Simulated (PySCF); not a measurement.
Compound: CH9BSi2.
Atom-mapped SMILES: `[BH2:1][CH2:2][SiH2:3][SiH3:4]` (hydrogens: H5, H6 on B1; H7, H8 on C2; H9, H10 on Si3; H11, H12, H13 on Si4)

Geometry (PBE0-D3(BJ)/def2-SVP, Å), atoms numbered from 1 in this order:
```xyz
13
CH9BSi2 angstrom
B     -1.7278    0.8821   -0.4625
C     -1.4140   -0.4915    0.1535
Si     0.3545   -0.9147   -0.4370
Si     1.8932    0.7588    0.1481
H     -1.3926    1.8990    0.1053
H     -2.2350    0.9744   -1.5580
H     -2.0395   -1.3266   -0.1989
H     -1.3364   -0.4948    1.2529
H      0.3740   -1.1122   -1.9193
H      0.7600   -2.2039    0.2065
H      1.7545    1.0896    1.6008
H      3.2903    0.2899   -0.1065
H      1.6502    1.9996   -0.6505
```

The closed-shell ground state was solved at several levels (PySCF, density fitting, gas phase, non-relativistic).

```
             level  basis functions  HOMO (eV)  LUMO (eV)  gap (eV)  dipole (D)
       PBE0/STO-3G               37      -6.21       2.07      8.28        1.09
      KT2/pcSseg-2              284      -7.20      -2.47      4.73        0.99
PBE0/6-311+G(2d,p)              178      -8.23      -1.49      6.74        0.96
     BLYP/pcSseg-2              284      -7.00      -2.28      4.72        1.01
     OPBE/pcSseg-2              284      -7.13      -2.24      4.89        1.02
```

(1) Estimate the row for KT3/pcSseg-2, a basis of 284 functions; the other rows only guide the guess.

(2) How far do the dipole and the HOMO energy spread over the levels?

Results:

(1) HOMO -7.22 eV, LUMO -2.34 eV, gap 4.88 eV, dipole 0.98 D.

(2) The dipole runs from 0.96 to 1.09 D (mean 1.01 D) and the HOMO from -8.23 to -6.21 eV.

One conformer stands for the species.
